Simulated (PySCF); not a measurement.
Xe²⁺ (xenon, charge +2) across methods

[Kr] 4d10 5s1 5p4 6s1, high-spin 5P determinant (an excited configuration). Computed with PySCF 2.14 in aug-cc-pVTZ-DK3 (8s7p5d2f, 68 functions), with the spin-free X2C one-electron Hamiltonian (Gaussian nucleus).

```
 method  E (hartree)  mean ε 5p α (eV)  mean ε 5p β (eV)  mean ε 6s α (eV)  Σ⟨r²⟩ (bohr²)   ⟨S²⟩
 r2SCAN     -7443.92           -32.488           -29.188           -13.738          56.22  6.004
    UHF  -7441.01626           -37.282           -31.394           -15.431          56.85  6.003
    LDA     -7437.19           -31.805           -29.161           -13.955          55.06  6.001
    M06     -7444.08           -32.923           -29.881           -14.047          55.42  6.000
wB97X-V     -7443.63           -35.629           -32.439           -15.717          55.80  6.001
    PBE     -7443.51           -31.745           -28.971           -13.769          55.38  6.002
  M06-L     -7443.75           -31.723           -28.819           -13.478          55.96  6.001
   TPSS     -7443.60           -31.922           -29.002           -13.600          55.69  6.002
   PBE0     -7443.58           -33.352           -29.952           -14.296          55.63  6.002
```

The outer electron is Rydberg-like, and this basis confines it to a smaller radius and binds it less than a complete one would.
